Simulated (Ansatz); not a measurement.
Compare A (`C=C[SiH2]S`) with its isomer B (`C[SiH]1CS1`).

Calculated with Ansatz (gas phase, PBE0-D4/def2-TZVP geometries, no zero-point term in ΔE). CCSD(T)/CBS is the MP2 limit (def2-TZVPP, def2-QZVPP) plus CCSD(T) − MP2 in def2-TZVPP, frozen cores. Functionals use def2-TZVPP. B3LYP here is the variant with VWN-RPA as its local correlation; programs differ in this. Each species was taken in one conformer, which may not be the lowest.

Task: Which isomer does CCSD(T)/CBS put lower? Give the gap. (Estimate.)

Result: Ansatz gave: B, by 5.8 kcal/mol.

Task: Give E(B) − E(A) in kcal/mol with HF/def2-TZVPP, LDA (SPW92), CCSD(T)/def2-TZVPP, B3LYP-D4, CCSD/def2-TZVPP, PBE-D4, PBE0-D4. (Best estimate.)

Result: Ansatz gave: HF/def2-TZVPP 1.5, LDA (SPW92) -12.5, CCSD(T)/def2-TZVPP -5.0, B3LYP-D4 -4.0, CCSD/def2-TZVPP -4.3, PBE-D4 -9.3, PBE0-D4 -9.7. The order is the other way round with HF/def2-TZVPP.

Task: Does the order hold for the free energy at 298.15 K (harmonic terms from PBE0-D4)? (Best estimate.)

Result: The calculation gave: Yes: G(B) − G(A) = -2.3 kcal/mol, for one conformer each.

Largest T1 diagnostic: 0.011.

At CCSD(T), def2-SVP lies +4.5 kcal/mol from the extrapolated value and def2-TZVPP +0.8 kcal/mol. From BLYP to BHLYP (50 % exact exchange), in def2-TZVPP and without D4, E(B) − E(A) moves by −0.8 kcal/mol.
